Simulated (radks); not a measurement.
Results of a calculation; reference values are marked as such.
Ir XXIX, 49 electrons, occupied as [Kr] 4d10 4f3 (the NIST ground configuration). Level of theory: non-relativistic Kohn-Sham, LDA (Slater exchange, Perdew-Wang correlation), spin-unpolarised, spherical densities, point nucleus; relativity is left out, which matters for an element this heavy (a radial shooting solver on a logarithmic mesh with Libxc functionals).

Normalised radial functions P(r) = r R(r), r in bohr:

r	4d	4f
0.002481	0.0002	0.0000
0.003179	0.0004	0.0000
0.004042	0.0008	0.0000
0.005179	0.0015	0.0000
0.006584	0.0030	0.0000
0.008437	0.0061	0.0001
0.01073	0.0119	0.0002
0.01374	0.0231	0.0004
0.01747	0.0433	0.0010
0.02221	0.0790	0.0025
0.02846	0.1422	0.0061
0.03618	0.2413	0.0138
0.04637	0.3949	0.0313
0.05895	0.5948	0.0663
0.07554	0.8289	0.1367
0.09603	1.0128	0.2591
0.1231	1.0339	0.4659
0.1564	0.7570	0.7548
0.1989	0.1322	1.1074
0.2548	-0.7406	1.4548
0.324	-1.4683	1.6451
0.4151	-1.7289	1.5720
0.5278	-1.4233	1.2341
0.6763	-0.8163	0.7473
0.8597	-0.3216	0.3366
1.102	-0.0746	0.0971
1.401	-0.0099	0.0172

4d: eigenvalue -1155.4 eV, 1 radial node at r = 0.207 bohr, <r> = 0.433 bohr, 90 % of the charge inside 0.634 bohr. 4f: eigenvalue -938.81 eV, 0 radial nodes, <r> = 0.412 bohr, 90 % of the charge inside 0.623 bohr.
